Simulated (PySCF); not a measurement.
SMILES COC(=O)CCO (C4H8O3), GFN2-xTB optimised geometry.

```
15

C      1.25     1.33    -0.05
O      0.62     0.06     0.00
C     -0.71     0.06     0.00
O     -1.38     1.05     0.00
C     -1.26    -1.36    -0.01
C     -1.06    -1.98    -1.40
O     -1.58    -1.19    -2.44
H      1.02     1.82    -1.00
H      2.32     1.15     0.03
H      0.90     1.96     0.77
H     -2.32    -1.32     0.23
H     -0.73    -1.96     0.72
H      0.01    -2.07    -1.62
H     -1.50    -2.99    -1.41
H     -2.50    -0.96    -2.23
```

Density from PBE0/def2-TZVP run with PySCF at that geometry.

Minimum of the electron density along straight lines between bonded atoms, close to the bond critical point (lines longer than 1.1 times the sum of covalent radii, or with two minima, are not listed):

```csv
bond,length / Å,ρ at the minimum / e bohr⁻³,∇²ρ there / e bohr⁻⁵,position (fraction from the first atom)
C1–O2,1.421,0.249,___,0.35
O2–C3,1.335,0.314,-0.62,0.66
C3–O4,1.202,___,___,0.34
C3–C5,1.514,0.260,-0.69,0.52
C5–C6,1.537,0.243,-0.60,0.50
C6–O7,1.402,0.270,-0.61,0.35
C1–H8,1.092,0.285,-1.01,0.65
C1–H9,1.087,0.288,-1.03,0.65
C1–H10,1.092,0.285,-1.01,0.65
C5–H11,1.092,0.280,-0.97,0.64
C5–H12,1.089,0.279,-0.96,0.64
C6–H13,1.092,0.288,-1.03,0.65
C6–H14,1.101,0.281,-0.98,0.64
O7–H15,0.965,0.361,-2.44,0.80
```

Question: Some entries are withheld; supply them.

Answer: 
- C1–O2, ∇²ρ there / e bohr⁻⁵: -0.45
- C3–O4, ρ at the minimum / e bohr⁻³: 0.433
- C3–O4, ∇²ρ there / e bohr⁻⁵: -0.11
